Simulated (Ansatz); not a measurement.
`C[Si@@H](O)O[Si@H](O)Cl` at its PBE0-D4/def2-TZVP geometry, where that method's forces vanish. Charge 0, multiplicity 1.

```xyz
14

C    -0.8731   -2.0854   -0.0387
Si   -0.6614   -0.3808   -0.7080
O    -1.4957    0.6561    0.2738
O     0.9322    0.0366   -0.6648
Si    1.7033    1.2213    0.1342
O     1.3225    1.2529    1.7145
Cl    1.1597    3.0068   -0.7454
H    -0.2653   -2.7973   -0.6018
H    -0.5609   -2.1249    1.0079
H    -1.9174   -2.4001   -0.0981
H    -1.1277   -0.2346   -2.1086
H    -1.7565    1.4971   -0.1069
H     3.1561    1.0593    0.0196
H     0.3842    1.2929    1.9221
```

Question: What forces (eV/Å) does B3LYP-D4/def2-TZVPP give on these atoms in the Gaussian-basis code of Ansatz? (Estimate.)

Answer: The calculation gave: 
```
C1  -0.015 -0.097  0.033
Si2 -0.075 -0.106 -0.246
O3  -0.061  0.094  0.040
O4   0.022 -0.035 -0.023
Si5  0.365 -0.076 -0.031
O6  -0.068 -0.005  0.111
Cl7 -0.055  0.192 -0.095
H8  -0.034  0.019  0.036
H9  -0.019 -0.015 -0.047
H10  0.052 -0.004  0.011
H11  0.026 -0.013  0.092
H12 -0.033  0.036  0.037
H13 -0.100  0.007  0.014
H14 -0.004  0.004  0.068
```

B3LYP here is the variant with VWN-RPA as its local correlation; programs differ in this.
